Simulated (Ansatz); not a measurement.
System: BHCl2, charge 0, singlet. BHCl2 (dichloroborane, SMILES ClBCl).
B3LYP-D3(BJ)/def2-TZVP minimum from Ansatz (an electronic-structure program):
```xyz
4

B     -0.5037    -0.3164    -0.3712
H     -1.3524    -0.8497    -0.9967
Cl    -0.3567     1.4186    -0.4260
Cl     0.5844    -1.2755     0.5938
```
Charge 0, spin multiplicity 1.

Total energies in cc-pV(D+d)Z, 18 correlated electrons, 11 frozen orbitals. UHF or UKS for unpaired electrons; spin-orbit terms are left out. Cores are frozen in correlated methods. No relativity.

```csv
method,program,energy (Eh),minus CCSDT(Q) (mEh)
HF,Ansatz,-944.35689,405.62
MP2,Ansatz,-944.71605,46.46
CCSD,Ansatz,-944.75024,12.27
CCSD(T),Ansatz,-944.76087,1.64
CCSDT(Q),Ansatz,-944.76251,0.00
```

Rough core times of Ansatz's runs on a shared machine: CCSD(T) under 20 s, CCSDT(Q) 2 min.
